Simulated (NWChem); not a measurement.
System: CH₆GeMg; SMILES [CH3][Mg][GeH3]

Here is an NWChem input.

```
start job
memory heap 200 mb stack 900 mb global 1100 mb
geometry units angstroms noautosym nocenter noautoz
  Mg    -0.405973    -1.150883    -0.000498
  C     -0.485971    -3.240957     0.000577
  H      0.448310    -3.683507    -0.369265
  H     -1.296743    -3.615972    -0.637774
  H     -0.656583    -3.640423     1.008923
  Ge    -0.307050     1.448394    -0.001843
  H     -1.244142     2.133516     1.039406
  H      1.100078     2.042969     0.312041
  H     -0.701642     2.112881    -1.356195
end
basis spherical
  * library def2-svp
end
dft
  xc b3lyp
  iterations 150
end
property
  response 1 0.0773
end
task dft property
```

All runs use the structure optimised with B3LYP/6-31G* (spherical d). B3LYP is NWChem's, with the RPA form of VWN correlation.

Field at 589 nm.

Problem. What results follow from this input? (B3LYP/def2-SVP.) Quantities: isotropic polarisability (bohr³); anisotropy (bohr³).

Solution. 
- isotropic polarisability (bohr³): 82.9
- anisotropy (bohr³): 48.7
